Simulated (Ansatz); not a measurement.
Input file for Ansatz (a quantum-chemistry and plane-wave program): R-CCSD(T)/def2-SVP on H2Pb2 (SMILES [PbH]#[PbH]). Elements past Kr take the def2 small-core potentials; no spin–orbit coupling.

Ansatz 0.2 input:
```yaml
crystal:
  periodic: [false, false, false]
  atoms:
    - {symbol: Pb, position_ang: [-0.16512144, -0.00000000, 1.59836408]}
    - {symbol: Pb, position_ang: [0.16512144, -0.00000000, -1.59836408]}
    - {symbol: H, position_ang: [1.69016878, 0.00000000, 1.77813750]}
    - {symbol: H, position_ang: [-1.69016878, 0.00000000, -1.77813750]}
basis:
  gaussian:
    orbitals: def2-SVP
magnetization: {spin_polarized: false}
correlation: {method: ccsd_t, electrons: outside_noble_gas}
scf: {lower_state_search: off}
```

Output:

```
WARN ansatz: RAYON_NUM_THREADS=1 ignored (pool sized by the plan → 1); use --threads N
Functional definition: HF
these checks for a lower state are left out or cut short: stability, starts, cluster_reference, orbital_swaps, neighbouring_geometries, increment
integrals: 0.04 GiB planned
797 factors; integrals over basis functions are off by at most 4.6e-4 eV
mean field: 0.15 GiB planned
mean field evaluation 1: about -10470.0256 eV, gradient 7.6e0 eV
mean field evaluation 2: about -10470.0666 eV, gradient 7.6e0 eV
mean field evaluation 4: about -10470.4525 eV, gradient 7.5e-1 eV
mean field evaluation 8: about -10470.4563 eV, gradient 1.2e-3 eV
mean field -10470.45629900 eV, -384.7821718582 hartree, gradient 8.8e-6 eV, S^2 0.000000; 0 other end points of the search recorded, 0 dependent functions left out
18 core orbitals not correlated
reference -10470.45629900 eV, -384.7821718582 hartree; 5, 5 occupied and 39, 39 virtual orbitals, 797 factors
second order -3.27706130 eV of doubles, -0.00000000 eV of singles
coupled cluster: 0.10 GiB planned
cycle   1  -3.90404383 eV  change   -6.3e-1 eV  update   8.1e-2
cycle   2  -4.20169828 eV  change   -3.0e-1 eV  update   3.6e-2
cycle   3  -4.21779583 eV  change   -1.6e-2 eV  update   1.1e-2
cycle   4  -4.21898666 eV  change   -1.2e-3 eV  update   5.1e-3
cycle   5  -4.21899001 eV  change   -3.3e-6 eV  update   3.3e-3
cycle   6  -4.21900490 eV  change   -1.5e-5 eV  update   1.9e-3
cycle   7  -4.21968565 eV  change   -6.8e-4 eV  update   7.8e-4
cycle   8  -4.21997022 eV  change   -2.8e-4 eV  update   2.7e-4
cycle   9  -4.21989023 eV  change    8.0e-5 eV  update   8.4e-5
cycle  10  -4.21988722 eV  change    3.0e-6 eV  update   3.3e-5
cycle  11  -4.21988820 eV  change   -9.7e-7 eV  update   1.5e-5
cycle  12  -4.21989117 eV  change   -3.0e-6 eV  update   5.7e-6
perturbative correction -0.11076586 eV, -0.0040705702 hartree
Total energy: -10474.78695603 eV, -384.9413205685 hartree
Checks for a lower state left out: stability, starts, cluster_reference, orbital_swaps, neighbouring_geometries, increment
```

The run converged.

Cost: very roughly 1.9 core-seconds.
